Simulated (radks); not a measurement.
All-electron atom: Er7+ in [Kr] 4d10 4f10 5s2 5p3. Method: Dirac Kohn-Sham, PBE, spin-unpolarised, spherical densities, finite nucleus; open shells fill j = l - 1/2 first; Fermi nuclear charge, rms radius 5.2516 fm; computed with a radial shooting solver on a logarithmic mesh with Libxc functionals. Some entries of the table are withheld. Estimate them.

| orbital | occ. | eigenvalue (eV) | <r^2> (bohr^2) |
|---|---|---|---|
| 1s1/2 | 2 | -57404.64 | 0.0005680 |
| 2s1/2 | 2 | -9730.467 | 0.008777 |
| 2p1/2 | 2 | -9274.355 | 0.006329 |
| 2p3/2 | 4 | -8357.491 | 0.007548 |
| 3s1/2 | 2 | -2266.022 | 0.05794 |
| 3p1/2 | 2 | -2065.623 | 0.05362 |
| 3p3/2 | 4 | -1873.057 | 0.06046 |
| 3d3/2 | 4 | -1529.938 | 0.04763 |
| 3d5/2 | 6 | -1487.855 | 0.04952 |
| 4s1/2 | 2 | -534.7968 | 0.2905 |
| 4p1/2 | 2 | -454.5711 | 0.3029 |
| 4p3/2 | 4 | -410.9802 | 0.3399 |
| 4d3/2 | 4 | -278.6701 | 0.3802 |
| 4d5/2 | 6 | -270.6822 | 0.3943 |
| 5s1/2 | 2 | -148.9047 | 1.506 |
| 5p1/2 | 2 | (1) | 1.758 |
| 5p3/2 | 1 | (2) | 1.951 |
| 4f5/2 | 6 | (3) | (4) |
| 4f7/2 | 4 | (5) | (6) |
| 5d3/2 | 0 | -81.0138 | (7) |
| 5d5/2 | 0 | -79.9476 | (8) |
| 6s1/2 | 0 | -66.2721 | 5.895 |

Answer. 
(1) 5p1/2 eigenvalue (eV): -124.3187
(2) 5p3/2 eigenvalue (eV): -116.8157
(3) 4f5/2 eigenvalue (eV): -109.8122
(4) 4f5/2 <r^2> (bohr^2): 0.6006
(5) 4f7/2 eigenvalue (eV): -108.5376
(6) 4f7/2 <r^2> (bohr^2): 0.6140
(7) 5d3/2 <r^2> (bohr^2): 2.843
(8) 5d5/2 <r^2> (bohr^2): 2.921
